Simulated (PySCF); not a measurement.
C3H7NOSi, SMILES [SiH2]1NCC=CO1. The structure is a stationary point at ωB97X-D3(BJ)/def2-SVP. This is a generated structure with no PubChem entry under its InChIKey; it may be hypothetical. Other conformers were not sampled.

All values below come from ωB97X-D3(BJ)/def2-SVP (PySCF).

Harmonic wavenumbers (cm⁻¹): 92, 137, 275, 400, 440, 469, 678, 693, 753, 781, 803, 888, 914, 930, 989, 1013, 1028, 1102, 1177, 1254, 1309, 1346, 1409, 1462, 1503, 1774, 2242, 2290, 3001, 3061, 3205, 3229, 3680. Rotational constants (GHz): 4.345, 3.482, 2.039; symmetry number 1.

Question: Work out the zero-point energy and the ideal-gas rigid-rotor harmonic-oscillator thermochemistry at 298.15 K and 1 atm.

Answer: ZPE = ½ Σ hcν = ½ × 44325 cm⁻¹ = 265.12 kJ/mol. H − E(el) = 284.36 kJ/mol. Entropy in J/(mol K): translation 166.33, rotation 111.91, vibration 53.56, total 331.79. G − E(el) = 185.44 kJ/mol. Cp = 105.79 J/(mol K). Modes under 150 cm⁻¹ make the vibrational entropy uncertain.
